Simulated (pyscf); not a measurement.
H₃Si–Si(SiH₃)(Cl)–SiH₂–Cl, singlet

Gas-phase minimum from PySCF at ωB97X-D3(BJ)/def2-SVP, one conformer. 

SMILES: [SiH3][Si]([SiH3])(Cl)[SiH2]Cl
```xyz
14

Si    -1.7861     0.8714    -2.7061
Si     0.0324     0.8128    -1.2534
Si     1.1347    -1.2371    -1.2901
Cl     1.3822     2.3176    -1.7941
Si    -0.7289     1.2127     0.8980
Cl    -2.0493    -0.3764     1.1639
H     -2.6864    -0.2767    -2.3992
H     -2.5276     2.1524    -2.5244
H     -1.3027     0.7680    -4.1127
H      1.7131    -1.4697    -2.6446
H      0.1551    -2.3149    -0.9708
H      2.2257    -1.2337    -0.2736
H      0.3315     1.1332     1.9378
H     -1.4794     2.4886     1.0416
```

Bond lengths (Å): Si1–Si2 2.328, Si1–H7 1.491, Si1–H8 1.491, Si1–H9 1.491, Si2–Si3 2.328, Si2–Cl4 2.093, Si2–Si5 2.317, Si3–H10 1.491, Si3–H11 1.491, Si3–H12 1.491, Si5–Cl6 2.083, Si5–H13 1.487, Si5–H14 1.487. Angles (°): Si2–Si1–H7 108.9, Si2–Si1–H8 109.5, Si2–Si1–H9 109.5, H7–Si1–H8 109.6, H7–Si1–H9 109.7, H8–Si1–H9 109.6, Si1–Si2–Si3 112.5, Si1–Si2–Cl4 108.9, Si1–Si2–Si5 108.6, Si3–Si2–Cl4 108.9, Si3–Si2–Si5 108.8, Cl4–Si2–Si5 109.1, Si2–Si3–H10 109.6, Si2–Si3–H11 108.8 (the first ones only).

Properties at ωB97X-D3(BJ)/def2-SVP:

- Harmonic wavenumbers, unscaled: 16, 52, 81, 89, 94, 97, 114, 114, 159, 334, 450, 463, 481, 518, 524, 545, 577, 589, 592, 683, 815, 869, 901, 945, 947, 949, 950, 956, 2250, 2253, 2261, 2263, 2263, 2265, 2270, 2279 cm⁻¹
- Zero-point energy: 45.8 kcal/mol
- Rotational symmetry number: 1
- Entropy of this conformer at 298 K and 1 atm, rigid rotor and harmonic oscillator, modes under 100 cm⁻¹ raised to 100: 461.9 J/(mol K)
- Dipole moment: 0.09 D

Single-point totals, which compare only within one level:

```json
[
 {"level": "ωB97X-D3(BJ)/def2-TZVP", "total energy (hartree)": "-2083.48244"},
 {"level": "PBE/def2-TZVP", "total energy (hartree)": "-2082.35119"},
 {"level": "r²SCAN/def2-TZVP", "total energy (hartree)": "-2083.17395"},
 {"level": "B3LYP-D3(BJ)/def2-TZVP", "total energy (hartree)": "-2083.49227"},
 {"level": "PBE0-D3(BJ)/def2-TZVP", "total energy (hartree)": "-2082.56667"},
 {"level": "M06-2X/def2-TZVP", "total energy (hartree)": "-2083.21275"},
 {"level": "ωB97M-D3(BJ)/def2-TZVP", "total energy (hartree)": "-2083.60622"}
]
```

The lowest mode is so soft that the shape along it may change with the basis. Soft torsions are taken as harmonic, which can shift the entropy by several J/(mol K).
